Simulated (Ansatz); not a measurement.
Geometry optimisation, Ansatz 0.2.0, RKS B3LYP-D4/def2-SVP.

input.yaml

```yaml
crystal:
  periodic: [false, false, false]
  atoms:
    - { symbol: Al, position_ang: [-0.107538, 0.445769, 1.075712] }
    - { symbol: H, position_ang: [1.167637, -0.377892, 1.321049] }
    - { symbol: "N", position_ang: [0.023217, 2.079001, 0.39184] }
    - { symbol: "N", position_ang: [-1.698307, -0.263261, 1.429681] }
    - { symbol: H, position_ang: [1.286129, -0.988391, -0.50803] }
    - { symbol: C, position_ang: [0.978116, -1.217606, -1.524358] }
    - { symbol: H, position_ang: [0.903933, 2.507898, 0.124715] }
    - { symbol: H, position_ang: [-0.74065, 2.714969, 0.186163] }
    - { symbol: H, position_ang: [-2.601726, 0.156259, 1.232853] }
    - { symbol: H, position_ang: [-1.833159, -1.161783, 1.883096] }
    - { symbol: H, position_ang: [0.721534, -2.284292, -1.592616] }
    - { symbol: H, position_ang: [0.100036, -0.616144, -1.802194] }
    - { symbol: H, position_ang: [1.800776, -0.994628, -2.218011] }
basis:
  gaussian: { orbitals: def2-SVP }
hamiltonian:
  xc: b3lyp
  dispersion: d4
relax:
  f_tol: 0.03
  max_steps: 50
```

Command:

```bash
$ ansatz run input.yaml --threads 2 --pin off --max-ram 3072MiB --backend cpu --events-out ev --progress --plain --runs-dir out
```

Question: Where does it end, and by what steps?

Answer: The run converged. The force dipped under the threshold on the way, but the program's further checks kept it going. After 14 steps the energy has fallen by 0.181 eV; H12 moved furthest, 0.98 Å.

```
step  energy less start (eV)  largest force component (eV/Å)  accepted
   0                  0.0000                           0.528       yes
   1                 -0.0825                           0.189       yes
   2                 -0.1180                           0.115       yes
   3                 -0.1315                           0.111       yes
   4                 -0.1327                           0.440       yes
   5                 -0.1469                           0.130       yes
   6                 -0.1622                           0.082       yes
   7                 -0.1667                           0.401       yes
   8                 -0.1750                           0.242       yes
   9                 -0.1792                           0.017       yes
  10                 -0.1800                           0.039       yes
  11                 -0.1805                           0.032       yes
  12                 -0.1807                           0.022       yes
  13                 -0.1809                           0.022       yes
  14                 -0.1810                           0.018       yes
```

```xyz
13
Properties=species:S:1:pos:R:3
Al -0.217 0.494 1.349
H 1.063 -0.064 2.085
N -0.057 1.860 0.216
N -1.808 -0.232 1.660
H 1.754 -1.615 -0.938
C 1.128 -1.139 -1.707
H 0.827 2.313 0.008
H -0.796 2.290 -0.332
H -2.698 0.063 1.270
H -1.954 -1.025 2.278
H 0.229 -1.749 -1.875
H 0.832 -0.134 -1.370
H 1.698 -1.062 -2.644
```

The run took 35 s on 2 threads of Arm Neoverse V1, with other jobs on the host, peak memory 0.21 GiB.
